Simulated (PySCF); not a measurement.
H5O4Si, SMILES O[Si](O)(O)[OH2+], charge +1.

Coordinates come from a PBE0-D3(BJ)/def2-SVP optimisation. The isomer is the one that the SMILES or the coordinates give; other isomers of the formula were not compared. The values are those of a single conformer.

Calculation: TDDFT-M06-2X/def2-SVPD (PySCF).

Vertical excitations. 

```json
[
 {"state": "S1", "energy (eV)": "8.72", "λ (nm)": "142", "f": "0.012", "main pairs": "HOMO→LUMO 79 %"},
 {"state": "S2", "energy (eV)": "9.19", "λ (nm)": "135", "f": "0.024", "main pairs": "HOMO−1→LUMO 71 %, HOMO−1→LUMO+1 15 %"},
 {"state": "S3", "energy (eV)": "9.30", "λ (nm)": "133", "f": "0.063", "main pairs": "HOMO−2→LUMO 78 %"},
 {"state": "S4", "energy (eV)": "9.82", "λ (nm)": "126", "f": "0.005", "main pairs": "HOMO→LUMO+1 37 %, HOMO−3→LUMO 29 %, HOMO→LUMO 7 %"},
 {"state": "S5", "energy (eV)": "9.93", "λ (nm)": "125", "f": "0.067", "main pairs": "HOMO−3→LUMO 29 %, HOMO→LUMO+1 26 %, HOMO−3→LUMO+1 6 %, HOMO→LUMO 6 %"},
 {"state": "S6", "energy (eV)": "10.20", "λ (nm)": "122", "f": "0.038", "main pairs": "HOMO−4→LUMO 45 %, HOMO−4→LUMO+1 9 %, HOMO−1→LUMO+3 7 %, HOMO−3→LUMO 7 %"},
 {"state": "S7", "energy (eV)": "10.38", "λ (nm)": "119", "f": "0.054", "main pairs": "HOMO−5→LUMO 21 %, HOMO→LUMO+3 21 %, HOMO−1→LUMO+1 15 %, HOMO−2→LUMO+3 7 %"},
 {"state": "S8", "energy (eV)": "10.47", "λ (nm)": "118", "f": "0.053", "main pairs": "HOMO−1→LUMO+1 32 %, HOMO−2→LUMO+1 10 %, HOMO−1→LUMO 7 %, HOMO−3→LUMO 6 %"},
 {"state": "S9", "energy (eV)": "10.56", "λ (nm)": "117", "f": "0.063", "main pairs": "HOMO−2→LUMO+1 52 %"},
 {"state": "S10", "energy (eV)": "10.73", "λ (nm)": "116", "f": "0.002", "main pairs": "HOMO→LUMO+5 24 %, HOMO→LUMO+4 20 %, HOMO−4→LUMO 6 %, HOMO−6→LUMO 6 %"},
 {"state": "T1", "energy (eV)": "8.39", "λ (nm)": "148", "f": "0", "main pairs": "HOMO→LUMO 67 %, HOMO→LUMO+1 17 %"},
 {"state": "T2", "energy (eV)": "8.84", "λ (nm)": "140", "f": "0", "main pairs": "HOMO−1→LUMO 60 %, HOMO−1→LUMO+1 18 %"},
 {"state": "T3", "energy (eV)": "8.88", "λ (nm)": "140", "f": "0", "main pairs": "HOMO−2→LUMO 59 %, HOMO−2→LUMO+1 19 %"},
 {"state": "T4", "energy (eV)": "9.48", "λ (nm)": "131", "f": "0", "main pairs": "HOMO→LUMO+1 25 %, HOMO−3→LUMO 23 %, HOMO→LUMO 9 %, HOMO−3→LUMO+1 7 %"}
]
```
Triplets are in the Tamm–Dancoff approximation, which puts them higher than full response would, so one can lie above its singlet here.
